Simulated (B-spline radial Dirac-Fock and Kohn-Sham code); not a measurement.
**What relativity does to the binding energies of Hg²⁺**

System: Hg²⁺, 1s2 2s2 2p6 3s2 3p6 3d10 4s2 4p6 4d10 4f14 5s2 5p6 5d10.

Both columns are ΔSCF binding energies of the configuration average from a B-spline atomic structure program: non-relativistic Hartree-Fock with a point nucleus, and Dirac-Fock with a finite nucleus and the Coulomb interaction alone, averaged over the two j levels with weights 2j+1.

```
shell  Hartree-Fock (eV)  Dirac-Fock (eV)  shift (eV)  shift (%)
   1s            75546.9          83579.2    +8032.29     +10.63
   2s            12775.3          14935.3    +2160.08     +16.91
   2p            12266.6          12995.7     +729.14      +5.94
   3s             3066.9           3609.0     +542.09     +17.68
   3p             2826.6           3032.3     +205.69      +7.28
   3d             2383.0           2363.1      -19.87      -0.83
   4s              701.0            839.0     +137.98     +19.68
   4p              595.8            645.5      +49.71      +8.34
   4d              403.0            397.3       -5.68      -1.41
   4f              142.0            126.6      -15.38     -10.84
   5s              127.9            153.9      +26.00     +20.33
   5p              92.32            99.82       +7.50      +8.13
   5d              35.02            33.72       -1.30      -3.70
```

Relativity binds 1s, 2s, 2p, 3s, 3p, 4s, 4p, 5s, 5p more strongly, among those listed most of all 5s in relative terms, and 3d, 4d, 4f, 5d more weakly, because the contracted s and p shells screen the nucleus better.

Values without a named source are computed, but for edge energies of neutral atoms, which are taken from tables.
